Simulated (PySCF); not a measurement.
InCl: energy against distance

Set-up: PySCF, scalar-relativistic core potentials, basis sets In def2-SVP with ECP28, Cl def2-SVP. Energies in eV from In + Cl in their ground configurations at the same level. State: ¹Σ⁺ (singlet), closed shell.

Curves on a restricted Hartree–Fock reference rise too fast on stretching and do not dissociate correctly.

```tsv
R (Å)	RHF-SCS-MP2	B97-3	PBE0	r²SCAN
2.093	-3.180	-3.458	-3.554	-3.656
2.191	-3.731	-4.028	-4.094	-4.197
2.288	-4.026	-4.348	-4.385	-4.489
2.361	-4.126	-4.468	-4.487	-4.590
2.434	-4.149	-4.513	-4.514	-4.617
2.507	-4.114	-4.500	-4.486	-4.588
2.604	-4.002	-4.419	-4.385	-4.486
2.726	-3.794	-4.248	-4.194	-4.292
2.872	-3.488	-3.987	-3.910	-4.007
3.067	-3.047	-3.600	-3.499	-3.596
```

**Question.** Put a parabola through the three lowest points of the RHF-SCS-MP2 curve and estimate Re, k and ωe (reduced mass 26.81 u; 1 eV/Å² = 0.16022 mdyn/Å; ωe = 1302.8·√(k/μ) cm⁻¹).

**Answer.** Through R = 2.361, 2.434, 2.507 Å the second-order coefficient is 5.44 eV/Å², so Re ≈ 2.426 Å, k ≈ 1.74 mdyn/Å and ωe ≈ 332 cm⁻¹. A polynomial fit of higher order to the unrounded RHF-SCS-MP2 energies gives Re = 2.423 Å, k = 1.81 mdyn/Å, ωe = 338 cm⁻¹; anharmonicity and rounding make the difference.

The higher-order fit for each curve: RHF-SCS-MP2: Re = 2.423 Å, ωe = 338 cm⁻¹, De = 4.15 eV; B97-3: Re = 2.452 Å, ωe = 318 cm⁻¹, De = 4.51 eV; PBE0: Re = 2.430 Å, ωe = 328 cm⁻¹, De = 4.51 eV; r²SCAN: Re = 2.429 Å, ωe = 329 cm⁻¹, De = 4.62 eV.

Correlated steps freeze 9 core orbitals. Correlated levels converge slowly with the basis: in double zeta they bind strong bonds too weakly, by up to about 1 eV, and carry superposition errors of some tenths. These are scalar-relativistic numbers at best; spin–orbit coupling would shift them, the dissociation energy most. Where the molecule has an RHF reference, its open-shell atoms are computed with UHF.
